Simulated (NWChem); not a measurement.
## Excited singlets of silylarsine (H5AsSi) by symmetry

```xyz
7

Si     1.5569    -0.2999     0.0000
As    -0.7829     0.2106     0.0000
H      2.1686     0.3168     1.2132
H      2.1686     0.3168    -1.2132
H      1.8473    -1.7633     0.0000
H     -1.0721    -0.8105     1.1036
H     -1.0721    -0.8105    -1.1036
```
Charge 0, spin multiplicity 1.

All runs are NWChem calculations. The geometry was optimised at B3LYP/def2-SVP, a minimum by its harmonic frequencies.

Basis set: def2-SVP. Symmetry labels belong to the abelian group Cs used in the runs, with the axes of the coordinates shown. Entries are the lowest vertical excitation energy of each symmetry in eV (for CIS and TDDFT among the lowest few roots); a state of one symmetry need not have the same character in every method. Symmetries that some method's roots don't reach, or where a double excitation leads the EOM-CCSD root, are left out.

The Hamiltonian is non-relativistic. The correlated methods keep 14 core orbitals frozen. B3LYP has NWChem's definition, with VWN1-RPA local correlation. Coupled-cluster values serve here as a point of comparison, not as the truth.

| method | a" | a' |
|---|---|---|
| CIS | 7.15 | 7.80 |
| TD-PBE | 6.49 | 6.63 |
| TD-B3LYP | 6.63 | 6.96 |
| TD-PBE0 | 6.72 | 7.04 |
| EOM-CCSD | 6.99 | 7.47 |
